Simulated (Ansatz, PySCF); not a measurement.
CH8MoO, SMILES [MoH5][O]C, multiplicity 1.

The structure is a stationary point at PBE0-D3(BJ)/def2-SVP. The spin state was assumed, not searched. The structure was generated by enumeration; whether it is a known compound was not checked. The def2 effective core potentials stand for the cores of Mo; spin–orbit coupling is left out.

Vertical ionisation energy (IE) and electron affinity (EA) in eV. Rows of orbital energies are one-electron estimates. Where ΔSCF, EOM or ADC give a negative EA the extra electron is unbound and the value depends on the basis.

```json
[
 {"level": "−ε(HOMO), −ε(LUMO), B3LYP/def2-TZVPD (PySCF)", "IE": "7.62", "EA": "2.67"},
 {"level": "−ε(HOMO), −ε(LUMO), PBE/def2-TZVPD (PySCF)", "IE": "6.46", "EA": "3.27"},
 {"level": "ΔSCF, PBE0/def2-SVPD (Ansatz), final states of multiplicity 2 and 2", "IE": "9.75", "EA": "0.78"},
 {"level": "ΔSCF, PBE/def2-SVPD (Ansatz), final states of multiplicity 2 and 2", "IE": "9.42", "EA": "0.68"}
]
```

Task: What vertical singlet–triplet gap does ΔSCF give with PBE0/def2-SVPD (Ansatz, a first-principles code) and with PBE/def2-SVPD (Ansatz)? (Estimate from the structure and the level; the computed values follow.)

Result: 2.83 and 2.78 eV (triplet above singlet where positive).
